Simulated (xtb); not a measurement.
xtb input (GFN1-xTB):

```bash
xtb mol.xyz --gfn 1 --sp --chrg 1 --uhf 0
```
mol.xyz:
```
15

C      1.90795146    -0.69549694    -0.16332789
C      0.76181655    -0.39548232     0.82378344
B     -0.48666163     0.27079806     0.18322336
N     -1.18740792     1.37393314     0.59983623
N     -1.02516619    -0.40969566    -1.14270552
H      1.61994412    -1.42510260    -0.92613007
H      2.76281320    -1.12134792     0.35919525
H      2.25305435     0.20873135    -0.66832136
H      1.12884871     0.23391216     1.63744403
H      0.44983593    -1.33254269     1.30440436
H     -2.00578669     1.77228286     0.16439339
H     -0.91021893     1.87886231     1.42944210
H     -0.29001881    -0.41517921    -1.85474549
H     -1.84842809     0.03423272    -1.55175000
H     -1.25732477    -1.39162605    -0.97269712
```

End of the output:

```
         :::::::::::::::::::::::::::::::::::::::::::::::::::::
         ::                     SUMMARY                     ::
         :::::::::::::::::::::::::::::::::::::::::::::::::::::
         :: total energy             -17.093600113986 Eh    ::
         :: gradient norm              0.018131930581 Eh/a0 ::
         :: HOMO-LUMO gap              6.019418214914 eV    ::
         ::.................................................::
         :: SCC energy               -17.323309476997 Eh    ::
         :: -> electrostatic           0.120278723857 Eh    ::
         :: repulsion energy           0.234511247802 Eh    ::
         :: dispersion energy         -0.004801884791 Eh    ::
         :: halogen bond corr.         0.000000000000 Eh    ::
         :: add. restraining           0.000000000000 Eh    ::
         :: total charge               1.000000000000 e     ::
         :::::::::::::::::::::::::::::::::::::::::::::::::::::

           -------------------------------------------------
          |                Property Printout                |
           -------------------------------------------------

    * Orbital Energies and Occupations

         #    Occupation            Energy/Eh            Energy/eV
      -------------------------------------------------------------
         1        2.0000           -1.0290418             -28.0017
       ...           ...                  ...                  ...
         3        2.0000           -0.8199941             -22.3132
         4        2.0000           -0.8131756             -22.1276
         5        2.0000           -0.8075718             -21.9751
         6        2.0000           -0.7924723             -21.5643
         7        2.0000           -0.7694225             -20.9371
         8        2.0000           -0.7508179             -20.4308
         9        2.0000           -0.7263056             -19.7638
        10        2.0000           -0.6996749             -19.0391
        11        2.0000           -0.6874503             -18.7065
        12        2.0000           -0.6610713             -17.9887
        13        2.0000           -0.6434662             -17.5096
        14        2.0000           -0.6332363             -17.2312
        15        2.0000           -0.6298628             -17.1394 (HOMO)
        16                         -0.4086532             -11.1200 (LUMO)
        17                         -0.3763610             -10.2413
        18                         -0.3132222              -8.5232
        19                         -0.2951330              -8.0310
        20                         -0.2880617              -7.8386
        21                         -0.2640377              -7.1848
        22                         -0.2604795              -7.0880
        23                         -0.2345998              -6.3838
        24                         -0.2157699              -5.8714
        25                         -0.1940640              -5.2808
        26                         -0.1916865              -5.2161
       ...                                ...                  ...
        40                          0.4750664              12.9272
      -------------------------------------------------------------
                  HL-Gap            0.2212095 Eh            6.0194 eV
             Fermi-level           -0.5192580 Eh          -14.1297 eV

  Mulliken/CM5 charges         n(s)   n(p)   n(d)
     1C    -0.08041 -0.22497   1.010  3.070  0.000
     2C    -0.15251 -0.18831   1.046  3.107  0.000
     3B     0.38213  0.25577   0.928  1.690  0.000
     4N    -0.43346 -0.81918   1.441  3.993  0.000
     5N    -0.32520 -0.87410   1.476  3.849  0.000
     6H     0.02624  0.07998   0.974  0.000  0.000
     7H     0.07232  0.12389   0.928  0.000  0.000
     8H     0.04393  0.09690   0.956  0.000  0.000
     9H     0.07105  0.13331   0.929  0.000  0.000
    10H     0.06887  0.13002   0.931  0.000  0.000
    11H     0.24701  0.44349   0.753  0.000  0.000
    12H     0.26199  0.45780   0.738  0.000  0.000
    13H     0.27134  0.46023   0.729  0.000  0.000
    14H     0.27240  0.46258   0.728  0.000  0.000
    15H     0.27432  0.46258   0.726  0.000  0.000

Wiberg/Mayer (AO) data.
largest (>0.10) Wiberg bond orders for each atom

 ---------------------------------------------------------------------------
     #   Z sym  total        # sym  WBO       # sym  WBO       # sym  WBO
 ---------------------------------------------------------------------------
     1   6 C    3.990 --     2 C    0.997     8 H    0.988     6 H    0.985
                             7 H    0.981
     2   6 C    3.992 --     3 B    1.038     1 C    0.997     9 H    0.967
                            10 H    0.947
     3   5 B    3.322 --     4 N    1.461     2 C    1.038     5 N    0.727
     4   7 N    3.340 --     3 B    1.461    11 H    0.912    12 H    0.905
     5   7 N    3.487 --    14 H    0.912    15 H    0.909    13 H    0.907
                             3 B    0.727
     6   1 H    1.001 --     1 C    0.985
     7   1 H    0.997 --     1 C    0.981
     8   1 H    1.000 --     1 C    0.988
     9   1 H    0.996 --     2 C    0.967
    10   1 H    0.998 --     2 C    0.947
    11   1 H    0.938 --     4 N    0.912
    12   1 H    0.933 --     4 N    0.905
    13   1 H    0.936 --     5 N    0.907
    14   1 H    0.927 --     5 N    0.912
    15   1 H    0.929 --     5 N    0.909
 ---------------------------------------------------------------------------

Topologies differ in total number of bonds
Writing topology from bond orders to xtbtopo.mol

 dipole moment from electron density (au)
     X       Y       Z
  -1.8914   0.0011  -1.3182  total (Debye):    5.860

           -------------------------------------------------
          | TOTAL ENERGY              -17.093600113986 Eh   |
          | GRADIENT NORM               0.018131930581 Eh/α |
          | HOMO-LUMO GAP               6.019418214914 eV   |
           -------------------------------------------------

------------------------------------------------------------------------
------------------------------------------------------------------------
 total:
 SCF:
Note: The following floating-point exceptions are signalling: IEEE_DENORMAL
normal termination of xtb
```

It need not be the lowest isomer of its formula.
